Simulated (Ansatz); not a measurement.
`O[SiH](F)NBS` + `O[SiH2]C[SiH](O)Cl` → `O[SiH2]CBS` + `O[Si@H](F)N[Si@H](O)Cl`  (redistribution)

Gas-phase electronic energies from Ansatz, PBE0-D4/def2-TZVP geometries. CBS: MP2 limit from def2 TZ/QZ plus the TZ coupled-cluster correction, frozen cores. Functionals use def2-TZVPP. Each species was taken in one conformer, which may not be the lowest.

| level | ΔE (eV) |
| --- | --- |
| r2SCAN-D4 | 0.38 |
| PBE0-D4 | 0.41 |
| ωB97X-V | 0.40 |
| PBE0 | 0.40 |
| SCS-MP2/def2-TZVPP | 0.38 |
| CCSD(T)/def2-TZVPP | 0.39 |
| MP2/CBS(def2) | 0.38 |
| CCSD/CBS(def2) | 0.37 |

What does CCSD(T)/CBS give? (An estimate is asked.)

Computed: +0.38 eV. The listed levels differ from it by 0.00, 0.03, 0.02, 0.02, 0.00, 0.01, 0.00, -0.01 eV.

Largest T1 diagnostic among the species: 0.013.
